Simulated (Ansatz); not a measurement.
Consider the isomerisation: `O[CH](Cl)[GeH3]` → `[CH3][GeH]([OH])[Cl]`.

Isolated molecules relaxed with PBE0-D4/def2-TZVP in Ansatz; ΔE leaves out vibrations. CCSD(T)/CBS is the MP2 limit (def2-TZVPP, def2-QZVPP) plus CCSD(T) − MP2 in def2-TZVPP, frozen cores. DFT in def2-TZVPP. B3LYP here is the variant with VWN-RPA as its local correlation; programs differ in this. HSE06 is defined as in plane-wave codes. For Ge outer-core shells are correlated without core-valence functions, which leaves a few kJ/mol of doubt a bond. Scalar relativity is left out up to krypton. Each species was taken in one conformer, which may not be the lowest.

Task: Is it downhill or uphill in electronic energy at CCSD(T)/CBS, and by how much? (Best estimate.)

Result: The calculation gave: Downhill: ΔE = -2.86 eV.

Task: What do these levels give: LDA (SPW92), BLYP-D4, HSE06-D4, ωB97X-V, B2PLYP, revPBE, BLYP, PBE0, B3LYP, CCSD/def2-SVP, HF/def2-TZVPP, HF/CBS(def2)? (Best estimate.)

Result: Computed: LDA (SPW92) -2.52, BLYP-D4 -2.70, HSE06-D4 -2.78, ωB97X-V -2.81, B2PLYP -2.89, revPBE -2.69, BLYP -2.72, PBE0 -2.78, B3LYP -2.80, CCSD/def2-SVP -2.71, HF/def2-TZVPP -3.04, HF/CBS(def2) -3.05 eV.

Largest T1 diagnostic among the species: 0.011.

From r2SCAN to r2SCAN0 (25 % exact exchange), in def2-TZVPP and without D4, ΔE moves by −0.06 eV. In def2-TZVPP, CCSD(T) changes the Hartree–Fock value by +0.16 eV (the triples alone add +0.03 eV) and MP2 by +0.03 eV. Leaving LDA and LC-ωPBE aside and taking each functional with its dispersion term where it has one, the values, not all of them listed here, spread over 0.28 eV, from PBE-QIDH to revPBE-D4. LDA lies +0.14 eV from PBE without D4.
